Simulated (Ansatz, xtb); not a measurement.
# FH5N2OSi: where a starting geometry ends

The starting geometry of this gas-phase singlet was built from a drawn formula by distance geometry and a force field; its bonds are those of `N[N@H+]([O-])[SiH2]F`.

```xyz
10

F    -0.7186   -1.2449   -1.0269
N    -0.8596   -0.4713    2.2293
N    -0.4101    0.4267    1.1354
O    -0.6717    1.5917    1.5972
Si   -1.2818    0.1470   -0.4273
H    -0.4128   -0.1029    3.0668
H    -1.8486   -0.1391    2.4646
H     0.5547    0.2140    0.8997
H    -2.7112   -0.0142   -0.2633
H    -0.9367    1.2180   -1.3830
```

Problem. Predict what it relaxes into with r2SCAN-D4/def2-SVP.

Solution. It rearranges to `NNO[SiH2]F`. Distances that change by over a tenth: N3–O4 (1.28 → 1.52 Å). Contacts that open: N3–Si5 (1.81 → 2.55 Å). Contacts that close: O4–Si5 (2.56 → 1.67 Å).

The energy falls by 2.34 eV over 22 steps:

```csv
step,E − E(last) (eV)
1,2.339
3,1.607
6,1.149
8,0.888
10,0.725
13,0.167
15,0.028
17,0.005
20,0.000
22,0.000
```

Final geometry (Å):

```json
{"atom": "F", "x (Å)": "-0.4643", "y (Å)": "-0.4952", "z (Å)": "-1.6598"}
{"atom": "N", "x (Å)": "-0.7786", "y (Å)": "-0.1956", "z (Å)": "2.7526"}
{"atom": "N", "x (Å)": "-0.3131", "y (Å)": "-0.3783", "z (Å)": "1.4871"}
{"atom": "O", "x (Å)": "-0.5106", "y (Å)": "0.8858", "z (Å)": "0.6676"}
{"atom": "Si", "x (Å)": "-1.3707", "y (Å)": "0.4317", "z (Å)": "-0.6839"}
{"atom": "H", "x (Å)": "-0.5117", "y (Å)": "0.7087", "z (Å)": "3.1580"}
{"atom": "H", "x (Å)": "-1.7939", "y (Å)": "-0.2831", "z (Å)": "2.7656"}
{"atom": "H", "x (Å)": "0.7074", "y (Å)": "-0.3893", "z (Å)": "1.5307"}
{"atom": "H", "x (Å)": "-2.5786", "y (Å)": "-0.3541", "z (Å)": "-0.3262"}
{"atom": "H", "x (Å)": "-1.6824", "y (Å)": "1.6944", "z (Å)": "-1.3991"}
```

From the same start GFN2-xTB reaches the same bonding as this run.

The end wasn't checked by frequencies. Run with Ansatz 0.2.0, 52 s on 1 thread of Intel(R) Xeon(R) 6975P-C (Granite Rapids) (shared host).
